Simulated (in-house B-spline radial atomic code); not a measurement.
The numbers below are computed, except where a source is named.
# Se in an electron gas of r_s = 2.07: phase shifts, screening, friction and resistivity

A nucleus sits in a uniform electron gas with a rigid positive background. The Kohn-Sham equations are solved self-consistently in the spin-unpolarised LDA (PW92), non-relativistic, on B-splines with outgoing waves at the boundary and partial waves to l = 8. The model has no lattice, no bands and no magnetic solution. Atomic units; δ_l are the phase shifts at the Fermi level, counted so that each bound state adds π, and good to about 0.0005.

The density parameter is r_s = 2.07 bohr, near that of the valence electrons of Al (3 per atom, density 2.7 g/cm³, mass 26.98 u, which gives r_s = 2.07).

```csv
l,δ_l (rad)
0,10.6137
1,8.0024
2,3.6268
3,0.0738
4,0.0120
5,0.0024
6,0.0005
7,0.0003
8,0.0002
```

Bound levels below the band bottom (hartree): p -51.05, s -7.114, p -5.12, d -1.58, s -0.2809 and deeper ones.

Task: Check the Friedel sum rule, and say where the screening charge sits.

Result: k_F = (9π/4)^(1/3)/r_s = 0.92713. The rule is Z = (2/π) Σ (2l + 1) δ_l. The terms are s 6.757, p 15.283, d 11.544, f 0.329 and 0.095 beyond, in all 34.008 against Z = 34. Bound states hold 8 s, 12 p, 10 d electrons, so the scattering states carry 4.01 in all; where a term is smaller than its bound count, the bound level has drawn weight out of the band.

Task: Find the transport cross section and the electronic stopping of a 10 keV Se ion (mass 78.97 u).

Result: σ_tr = (4π/k_F²) Σ (l + 1) sin²(δ_l − δ_(l+1)). The terms for l = 0 to 3 are 0.2558, 1.7816, 0.4798, 0.0153, all together 2.5329, so σ_tr = 14.619 × 2.5329 = 37.030 bohr². With n = 3/(4π r_s³) = 0.02692, the friction coefficient is Q = n k_F σ_tr = 0.9240. For v well below v_F = 0.927, dE/dx = Q v; with 24801 eV per u at v = 1, v = √(10000/(24801 × 78.97)) = 0.0715, so dE/dx = 0.06603 hartree/bohr = 34 eV/nm. The largest term couples the p and d waves.

Task: What residual resistivity would 1 atomic per cent of such centres give in Al?

Result: Δρ = k_F n_i σ_tr/n in atomic units of 21.74 μΩ·cm. With one host atom per 3 electrons, n_i/n = 0.01/3, so Δρ = 0.9271 × 0.00333 × 37.030 × 21.74 = 2.49 μΩ·cm. This is an atom added to the gas, as on an interstitial site.

Task: On a substitutional site the background of one host ion, a sphere holding 3 charges, is taken out. The phase shifts for l = 0 to 4 become 10.3300, 7.5410, 3.1749, -0.0114, -0.0041. What follows?

Result: The Friedel sum is now 31.01, for Z − 3 = 31. The sum in σ_tr is 1.8951, so σ_tr = 27.71 bohr² and Δρ = 1.86 μΩ·cm per atomic per cent, 0.75 times the value above. A real host ion scatters too, so this model doesn't give zero even for the host's own atom.
